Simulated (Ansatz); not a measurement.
This geometry of BH5LiOSi (9 atoms, charge 1, multiplicity 1) is a first-order saddle point.

The calculation used RKS B3LYP-D4/def2-SVP in Ansatz.

```xyz
9
Properties=species:S:1:pos:R:3
Li -2.750 1.078 0.542
B -0.630 0.543 0.113
O 0.502 1.492 -0.164
Si 0.116 -1.367 0.028
H 1.434 1.246 -0.351
H 0.373 2.458 -0.176
H 1.210 -1.499 1.042
H -0.958 -2.359 0.297
H 0.702 -1.592 -1.331
```

Which two structures does it join? (They come from a converged band through this point; their orientation in space is the band's.)

No bond is made or broken. The dihedral O3–B2–Si4–H8 goes from 120 to -120°. The two ends are copies of one structure, up to a mirror image or an exchange of like atoms.

Initial state:

```xyz
9
Properties=species:S:1:pos:R:3
Li -2.504 1.341 -1.039
B -0.601 0.589 -0.158
O 0.374 1.353 0.684
Si 0.171 -1.299 -0.340
H 1.205 0.971 1.051
H 0.251 2.289 0.928
H 1.471 -1.357 0.419
H -0.786 -2.287 0.234
H 0.419 -1.600 -1.778
```

Final state:

```xyz
9
Properties=species:S:1:pos:R:3
Li -2.117 1.368 1.679
B -0.537 0.592 0.315
O 0.165 1.339 -0.778
Si 0.260 -1.294 0.296
H 0.859 0.946 -1.356
H -0.019 2.271 -0.993
H 0.920 -1.567 1.605
H -0.816 -2.294 0.042
H 1.284 -1.360 -0.808
```

How far does it lie above each of them?

0.055 eV above the first and 0.055 eV above the second. This is the barrier of this one path; another mechanism may lie lower. Limits of this set-up: the dipole of an ion depends on the origin.

Time of the run: 2.5 min on 1 thread of Arm Neoverse V2, on a shared host, peak memory 0.16 GiB.
